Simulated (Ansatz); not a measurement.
Ga₁₁N₁₀H₂₈⁻, a nanocrystal cut from wurtzite GaN (hydrogen-capped). Total charge -1; singlet. Geometry PBE-D4/def2-SVP, basis def2-TZVP, Ansatz.

```csv
atom,x (Å),y (Å),z (Å)
Ga1,-0.7891,3.3092,2.1413
N2,-1.7888,1.9220,1.0019
Ga3,-0.2723,2.5161,-2.2353
N4,-1.2248,1.0681,-3.3911
Ga5,1.8247,2.6959,0.1370
N6,1.0517,2.5913,1.9783
N7,0.6674,1.4102,-0.9108
Ga8,-0.5785,0.5408,0.2686
Ga9,-1.1544,-0.8136,-2.7140
N10,-1.6876,-0.7364,-0.8134
Ga11,1.3328,0.8180,2.8585
N12,0.1869,-0.4230,1.7463
Ga13,-1.2126,-1.0709,2.9639
Ga14,-1.6207,-2.5912,-0.1372
N15,-2.1625,-2.5037,1.7872
Ga16,1.8616,0.1156,-1.7189
N17,0.7413,-1.2661,-2.6385
N18,2.6060,-0.8797,-0.1355
Ga19,1.3496,-1.8375,1.1119
Ga20,1.0645,-3.1320,-1.9679
N21,0.2856,-3.0031,-0.1206
H22,-0.9614,4.6903,1.3662
H23,-1.3684,3.1367,3.6152
H24,-2.2556,2.4232,0.2321
H25,-2.5047,1.4812,1.5975
H26,-1.5320,3.2723,-1.5938
H27,0.6831,3.2393,-3.2799
H28,-2.2059,1.3522,-3.5251
H29,-0.8194,1.0952,-4.3381
H30,1.6217,4.1605,-0.4672
H31,3.3070,2.0731,0.1680
H32,1.6391,3.2382,2.5307
H33,-2.0858,-1.7299,-3.6176
H34,-2.6723,-0.4311,-0.7811
H35,0.7522,0.8389,4.3463
H36,2.8613,0.3715,2.6336
H37,-2.3882,0.0038,3.1460
H38,-0.6684,-1.9188,4.1935
H39,-2.5767,-3.6019,-0.9043
H40,-3.1801,-2.3578,1.8549
H41,-2.0077,-3.4270,2.2177
H42,3.0003,0.6066,-2.7057
H43,1.0857,-1.2929,-3.6111
H44,3.1021,-0.1758,0.4401
H45,3.3232,-1.5428,-0.4633
H46,2.1212,-2.7472,2.1551
H47,0.2157,-4.1682,-2.8365
H48,2.6471,-3.3604,-1.8391
H49,0.3862,-3.9594,0.2542
```

| run | HOMO (eV) | LUMO (eV) |
| --- | --- | --- |
| A | -4.15 | 2.09 |
| B | -3.25 | 1.69 |
| C | -2.92 | 1.45 |
| D | -3.96 | 1.83 |
| E | -2.97 | 1.31 |

B3LYP takes the VWN-RPA correlation. Single mean-field runs in def2-TZVP are fitted with def2-universal-jkfit.

Q: The runs used B3LYP, PBE, PBE0, r2SCAN, revPBE. Estimate which is which.

A: A PBE0 (25 % exact exchange); B r2SCAN (0 % exact exchange); C revPBE (0 % exact exchange); D B3LYP (20 % exact exchange); E PBE (0 % exact exchange). Exact exchange lowers occupied and raises empty levels; among semilocal functionals meta-GGAs tend to open the gap a little, and such runs are hard to tell apart. The gap grows from 4.28 eV (PBE) to 6.24 eV (PBE0).
